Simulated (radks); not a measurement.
The numbers below are computed, except where a source is named.
Task: All-electron atom: the platinum ion Pt1.5+ in [Xe] 4f14 6s(up 0.5, down 0.5) 5d(up 4.25, down 3.25) (fractional occupations, a model configuration). Code: a radial shooting solver on a logarithmic mesh with Libxc functionals. Model: scalar-relativistic Kohn-Sham, BLYP, spin-polarised, spherical densities, finite nucleus; Fermi nuclear charge, rms radius 5.427 fm. Some entries of the table are withheld. Estimate them.

orbital  occ.  eigenvalue (hartree)  r(max) (bohr)  <r^2> (bohr^2)
1s down     1             -2881.957        0.01062       0.0004062
1s up       1             -2881.957        0.01062       0.0004062
2s up       1             -506.8677        0.06123        0.006203
2s down     1             -506.8651        0.06123        0.006203
2p up       3             -439.5219        0.05058        0.005201
2p down     3             -439.5198        0.05058        0.005201
3s up       1             -119.5531         0.1726         0.04005
3s down     1             -119.5522         0.1726         0.04005
3p up       3             -99.93165         0.1717         0.04106
3p down     3             -99.93057         0.1717         0.04106
3d up       5             -78.61090         0.1398         0.03401
3d down     5             -78.60904         0.1398         0.03401
4s up       1             -26.19210         0.3898          0.1945
4s down     1             -26.18952         0.3898          0.1945
4p up       3             -19.75460         0.4100          0.2220
4p down     3             -19.75218         0.4100          0.2220
4d up       5             -11.92617         0.4181          0.2535
4d down     5             -11.92338         0.4181          0.2534
5s up       1              -4.39566         0.8685           1.014
5s down     1              -4.37782         0.8677           1.011
4f up       7              -3.22793         0.3848          0.3246
4f down     7              -3.22380         0.3848          0.3239
5p up       3                   (1)         0.9761           1.362
5p down     3                   (2)         0.9750           1.360
5d up    4.25              -0.82521          1.241           2.842
5d down  3.25              -0.80222          1.240           2.877
6s up     0.5              -0.68969          2.205           7.194
6s down   0.5              -0.67790          2.217           7.312

Result: 
(1) 5p up eigenvalue (hartree): -2.70598
(2) 5p down eigenvalue (hartree): -2.68413
